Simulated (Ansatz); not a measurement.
Geometry optimisation, Ansatz, DFT PBE-D3(BJ), scalar-relativistic, plane waves, PAW.

input.yaml

```yaml
crystal:
  lattice:
    - [10.86, 0.0, 0.0]
    - [0.0, 10.86, 0.0]
    - [0.0, 0.0, 10.86]
  atoms:
    - { symbol: Si, position: [0.5, 0.0, 0.0] }
    - { symbol: Si, position: [0.625, 0.125, 0.125] }
    - { symbol: Si, position: [0.75, 0.25, 0.0] }
    - { symbol: Si, position: [0.875, 0.375, 0.125] }
    - { symbol: Si, position: [0.75, 0.0, 0.25] }
    - { symbol: Si, position: [0.875, 0.125, 0.375] }
    - { symbol: Si, position: [0.0, 0.0, 0.0] }
    - { symbol: Si, position: [0.125, 0.125, 0.125] }
    - { symbol: Si, position: [0.25, 0.25, 0.0] }
    - { symbol: Si, position: [0.375, 0.375, 0.125] }
    - { symbol: Si, position: [0.5, 0.5, 0.0] }
    - { symbol: Si, position: [0.625, 0.625, 0.125] }
    - { symbol: Si, position: [0.75, 0.75, 0.0] }
    - { symbol: Si, position: [0.875, 0.875, 0.125] }
    - { symbol: Si, position: [0.25, 0.0, 0.25] }
    - { symbol: Si, position: [0.375, 0.125, 0.375] }
    - { symbol: Si, position: [0.5, 0.25, 0.25] }
    - { symbol: Si, position: [0.625, 0.375, 0.375] }
    - { symbol: Si, position: [0.75, 0.5, 0.25] }
    - { symbol: Si, position: [0.875, 0.625, 0.375] }
    - { symbol: Si, position: [0.5, 0.0, 0.5] }
    - { symbol: Si, position: [0.75, 0.0, 0.75] }
    - { symbol: Si, position: [0.75, 0.25, 0.5] }
    - { symbol: Si, position: [0.875, 0.375, 0.625] }
    - { symbol: Si, position: [0.875, 0.125, 0.875] }
    - { symbol: Si, position: [0.0, 0.5, 0.0] }
    - { symbol: Si, position: [0.125, 0.625, 0.125] }
    - { symbol: Si, position: [0.25, 0.75, 0.0] }
    - { symbol: Si, position: [0.375, 0.875, 0.125] }
    - { symbol: Si, position: [0.0, 0.25, 0.25] }
    - { symbol: Si, position: [0.125, 0.375, 0.375] }
    - { symbol: Si, position: [0.25, 0.5, 0.25] }
    - { symbol: Si, position: [0.375, 0.625, 0.375] }
    - { symbol: Si, position: [0.5, 0.75, 0.25] }
    - { symbol: Si, position: [0.625, 0.875, 0.375] }
    - { symbol: Si, position: [0.0, 0.0, 0.5] }
    - { symbol: Si, position: [0.125, 0.125, 0.625] }
    - { symbol: Si, position: [0.25, 0.25, 0.5] }
    - { symbol: Si, position: [0.375, 0.375, 0.625] }
    - { symbol: Si, position: [0.5, 0.5, 0.5] }
    - { symbol: Si, position: [0.625, 0.625, 0.625] }
    - { symbol: Si, position: [0.75, 0.75, 0.5] }
    - { symbol: Si, position: [0.875, 0.875, 0.625] }
    - { symbol: Si, position: [0.25, 0.0, 0.75] }
    - { symbol: Si, position: [0.375, 0.125, 0.875] }
    - { symbol: Si, position: [0.5, 0.25, 0.75] }
    - { symbol: Si, position: [0.625, 0.375, 0.875] }
    - { symbol: Si, position: [0.75, 0.5, 0.75] }
    - { symbol: Si, position: [0.875, 0.625, 0.875] }
    - { symbol: Si, position: [0.0, 0.75, 0.25] }
    - { symbol: Si, position: [0.125, 0.875, 0.375] }
    - { symbol: Si, position: [0.0, 0.5, 0.5] }
    - { symbol: Si, position: [0.125, 0.625, 0.625] }
    - { symbol: Si, position: [0.25, 0.75, 0.5] }
    - { symbol: Si, position: [0.375, 0.875, 0.625] }
    - { symbol: Si, position: [0.0, 0.25, 0.75] }
    - { symbol: Si, position: [0.125, 0.375, 0.875] }
    - { symbol: Si, position: [0.25, 0.5, 0.75] }
    - { symbol: Si, position: [0.375, 0.625, 0.875] }
    - { symbol: Si, position: [0.5, 0.75, 0.75] }
    - { symbol: Si, position: [0.625, 0.875, 0.875] }
    - { symbol: Si, position: [0.0, 0.75, 0.75] }
    - { symbol: Si, position: [0.125, 0.875, 0.875] }
total_charge: -2
basis:
  ecutwfc: 420.0
kpoints:
  mp_grid: { grid: [1, 1, 1] }
hamiltonian:
  xc: pbe
  dispersion: d3bj
  pseudopotentials: { kind: paw, azcp: { folder: soft_1 } }
scf:
  occupations: { method: fermi_dirac, width: 0.02 }
  lower_state_search: "off"
relax:
  f_tol: 0.03
  max_steps: 60
  adjacent_minimum: "off"
output:
  write_density: true
  write_potential: true
  elf: true
  volumetric_format: npy
```

Launched with:

```bash
$ ansatz run input.yaml --threads 4 --pin off --max-ram 10240MiB --backend cpu --events-out ev --progress --plain --runs-dir out
```

Problem. Where does it end, and by what steps?

Solution. The forces met the threshold. Limits of this set-up: coarse k mesh, no spin, though dangling bonds at a vacancy may carry it, charged cell in a uniform background, uncorrected. After 3 steps the energy has fallen by 0.120 eV; Si21 moved furthest, 0.17 Å.

```tsv
step	energy less start (eV)	largest force component (eV/Å)	accepted
0	0.0000	0.139	yes
1	-0.0979	0.092	yes
2	-0.1158	0.044	yes
3	-0.1198	0.026	yes
```

```xyz
63
Lattice="10.8600 0.0000 0.0000 0.0000 10.8600 0.0000 0.0000 0.0000 10.8600" Properties=species:S:1:pos:R:3
Si 5.433 0.003 -0.002
Si 6.787 1.357 1.357
Si 8.142 2.712 -0.002
Si 9.499 4.069 1.363
Si 8.142 0.003 2.717
Si 9.473 1.358 4.102
Si -0.010 0.010 -0.010
Si 1.357 1.357 1.357
Si 2.725 2.705 -0.010
Si 4.076 4.069 1.352
Si 5.440 5.420 -0.010
Si 6.787 6.787 1.357
Si 8.135 8.155 -0.010
Si 9.499 9.506 1.352
Si 2.725 0.010 2.725
Si 4.102 1.357 4.102
Si 5.433 2.712 2.717
Si 6.788 4.043 4.102
Si 8.135 5.420 2.725
Si 9.499 6.782 4.076
Si 5.531 0.101 5.531
Si 8.044 0.101 8.044
Si 8.044 2.614 5.531
Si 9.473 4.043 6.787
Si 9.473 1.357 9.473
Si 0.002 5.432 0.002
Si 1.357 6.787 1.357
Si 2.713 8.143 0.002
Si 4.076 9.506 1.363
Si -0.010 2.705 2.725
Si 1.352 4.069 4.076
Si 2.713 5.432 2.713
Si 4.076 6.793 4.076
Si 5.440 8.155 2.725
Si 6.787 9.532 4.102
Si -0.002 0.003 5.433
Si 1.357 1.357 6.787
Si 2.717 2.712 5.433
Si 4.102 4.043 6.788
Si 5.433 5.428 5.433
Si 6.787 6.787 6.787
Si 8.142 8.147 5.433
Si 9.473 9.532 6.788
Si 2.717 0.003 8.142
Si 4.102 1.358 9.473
Si 5.531 2.614 8.044
Si 6.787 4.043 9.473
Si 8.142 5.428 8.142
Si 9.499 6.793 9.499
Si 0.002 8.143 2.713
Si 1.363 9.506 4.076
Si -0.010 5.420 5.440
Si 1.357 6.787 6.787
Si 2.725 8.155 5.440
Si 4.102 9.532 6.787
Si -0.002 2.712 8.142
Si 1.363 4.069 9.499
Si 2.725 5.420 8.135
Si 4.076 6.782 9.499
Si 5.433 8.147 8.142
Si 6.788 9.532 9.473
Si -0.010 8.155 8.135
Si 1.352 9.506 9.499
```

The run took 23 s on 4 threads of Arm Neoverse V2 (shared host), peak memory 1 GiB.
